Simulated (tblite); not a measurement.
Species: C₅H₆NPS.
SMILES with atom numbers: `[S:1]=[PH2:2][c:3]1[cH:4][cH:5][cH:6][cH:7][n:8]1` (hydrogens: H9, H10 on P2; H11 on C4; H12 on C5; H13 on C6; H14 on C7)

Structure optimised with GFN2-xTB, isolated species.

(1) What internal coordinates does the optimisation give?

Answers

(1) 
| bond | length (Å) |
| --- | --- |
| S1=P2 | 1.924 |
| P2–C3 | 1.816 |
| C3–C4 | 1.386 |
| C4–C5 | 1.387 |
| C5–C6 | 1.386 |
| C6–C7 | 1.390 |
| C7–N8 | 1.319 |
| C3–N8 | 1.326 |
| P2–H9, P2–H10 | 1.396 |
| C4–H11 | 1.081 |
| C5–H12 | 1.080 |
| C6–H13 | 1.079 |
| C7–H14 | 1.082 |

Bonds in one row agree within 0.01 Å and their mean is given. A selection of angles:
| angle | degrees |
| --- | --- |
| S1–P2–C3 | 116.5 |
| P2–C3–C4 | 122.2 |
| P2–C3–N8 | 113.6 |
| C4–C3–N8 | 124.3 |
| C3–C4–C5 | 117.6 |
| C4–C5–C6 | 118.6 |
| C5–C6–C7 | 118.8 |
| C6–C7–N8 | 123.0 |
| C3–N8–C7 | 117.7 |

Torsions: S1–P2–C3–C4 0° (synperiplanar).

P2 (phosphorus bonded to C, S and 2 H) is distorted tetrahedral (angles from 97.8° to 118.0°). Of the pairs four or more bonds apart, S1···H11 is among the closest relative to their van der Waals radii: 2.93 Å, 98 % of the sum of Bondi's values. The 6-membered ring C3–C4–C5–C6–C7–N8 has internal angles of 117.6° to 124.3° (sum 720°, against 720° for a flat polygon); it is planar, 0.00 Å rms from its mean plane, widest ring torsion 0°. The 8 heavy atoms lie in one plane (0.003 Å rms). N8 (pyridine-type nitrogen) is bent (angle 117.7°).

Point group: Cs (tolerance 0.08 Å). Its GFN2-xTB frequencies are all real (lowest 39 cm⁻¹). One conformer, not necessarily the lowest.

Time: 0.57 s. Hardware: Arm Neoverse V1, one thread, no GPU (shared host). This is the geometry optimisation.

All values are computed, not measured.
